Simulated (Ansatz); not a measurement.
A calculation with Ansatz (development build ahead of 0.2.0).

```yaml
crystal:
  periodic: [false, false, false]
  atoms:
    - { symbol: Be, position_ang: [0.0, 0.0, 2.3827] }
    - { symbol: C, position_ang: [0.0, 0.0, 0.0] }
    - { symbol: C, position_ang: [1.8235, 0.0, 1.0528] }
basis:
  gaussian: { orbitals: "6-31G" }
total_charge: -1
magnetization:
  spin_polarized: true
  initial_magnetization: 1
hamiltonian:
  xc: hf
```

The input is written out in the form of the current development build from the run's settings.

The run gave:

```
Converged                       : yes
Total energy                    : -90.00241 hartree
Spin squared of the determinant : 2.958
Stability test                  : minimum
```

Caution: no diffuse functions for an anion; the unrestricted determinant is a mixture of spin states.
